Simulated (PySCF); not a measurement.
**Unknown compound**

An unknown has the formula C5H8OSi2. Its calculated NMR data are:

1H NMR (400 MHz, computed): δ 6.83 (d, 1H), 5.38 (m, 1H), 5.29 (m, 1H), 5.22 (m, 1H), 2.23 (s, 3H), 1.98 (d, 1H).

13C{1H} NMR (computed): δ 173.6 (C), 147.7 (CH), 102.2 (CH), 89.7 (C), 25.5 (CH3).

No solvent model, equivalent nuclei averaged, relativity neglected, a single conformation. Geometry from GFN2-xTB; shielding tensors at PBE0/pcSseg-1 (GIAO); PySCF 2.14.

δ = σ(ref) − σ, references computed at the same level: TMS for 1H, 13C.

Which of these isomers gave the spectra?
A. C#C[Si@@H](C#C[SiH3])OC
B. C#C[C@@H]1C(=O)[SiH2][C@@H]1[SiH3]
C. C#C[Si@@H]1C=C(C)[SiH2]O1

Answers

C. 

- Rings plus π bonds: 4 (1 ring in the answer).
- 5 carbon signals for 5 carbons: no two carbons are equivalent.
- Carbon types of the structure: 2 × C, 2 × CH, 1 × CH3, leaving 3 H on heteroatoms.
- δC 173.6: fully substituted alkene carbon.
- δC 147.7: alkene CH; the olefinic region.
- δC 102.2: terminal alkyne carbon; sp carbons lie upfield of alkene carbons because the cylindrical π system leaves one tensor component strongly shielded.
- δC 89.7: alkyne carbon; the triple bond shields along its axis, which puts it between sp3 and sp2 carbons.
- δH 2.23: hydrogen on an allylic methyl carbon; allylic position.

The others: C#C[Si@@H](C#C[SiH3])OC would give 4 signals for carbon-bound and other non-exchanging H, not 6; C#C[C@@H]1C(=O)[SiH2][C@@H]1[SiH3] has carbons computed at 232.9, 87.1, 82.9, 60.7, 1.6, with a different DEPT pattern.

Shifts are as computed. Against solution values, carbons near 30 ppm lie about +3 ppm off and those near 130 ppm about +5 ppm. Of 1309 compounds with measured shifts, 239 miss one by over three times the rms of a fit or turn the order of signals round; such compounds aren't used in these exercises. No couplings were computed; multiplicities are counted from neighbouring protons, with m where these are inequivalent, close in shift, in a saturated or five-membered ring or joined by F or P, and br s for small geminal =CH2 splittings.
